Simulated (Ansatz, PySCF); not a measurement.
Species: sum formula SiN3H5Cl (charge -1, singlet). It need not be the lowest isomer of its formula. Whether it binds its extra electron was not tested at this geometry. 
Structure (B3LYP-D3(BJ)/def2-TZVP (Ansatz, a quantum-chemistry and plane-wave program) minimum search):
SMILES: [NH-][Si](N)(N)Cl
```xyz
10

Si     0.0386     0.1792    -0.4697
Cl     0.2783    -0.9323     1.4715
N      1.1835     0.0548    -1.6191
N     -0.0111     1.8377     0.1182
N     -1.5907    -0.4174    -0.7669
H      1.2166    -0.8203    -2.1291
H      0.8557     2.3056    -0.1182
H     -0.1576     1.9192     1.1157
H     -2.0764     0.1057    -1.4848
H     -2.1818    -0.4963     0.0502
```
Charge -1, spin multiplicity 1.

Total electronic energies in hartree. Valence correlation only, unless marked. No spin-orbit coupling. No relativistic terms. CBS(X,Y): correlation extrapolated as X^-3; Hartree-Fock from the larger set. The bracket is a focal-point correction in the basis named.

```tsv
level	program	energy (Eh)
HF/aug-cc-pV(Q+d)Z	Ansatz	-914.96045
revPBE-D4/def2-TZVPD	Ansatz + dftd4	-917.05539
TPSSh-D3(BJ)/def2-TZVPD	PySCF + dftd3	-917.26423
TPSSh/def2-TZVPD	PySCF	-917.25335
M06-2X/def2-TZVPD	PySCF	-917.12761
wB97X-V/def2-TZVPD	Ansatz	-917.05800
SCS-MP2/6-31G	Ansatz	-915.04457
SCS-MP2/cc-pV(D+d)Z	Ansatz	-915.56411
RI-MP2/CBS(aug-cc-pV(T+d)Z,aug-cc-pV(Q+d)Z)+[CCSD(T)-MP2]/aug-cc-pV(T+d)Z	Ansatz	-916.1432
```

Totals of different functionals don't rank their quality; only differences between species are comparable.
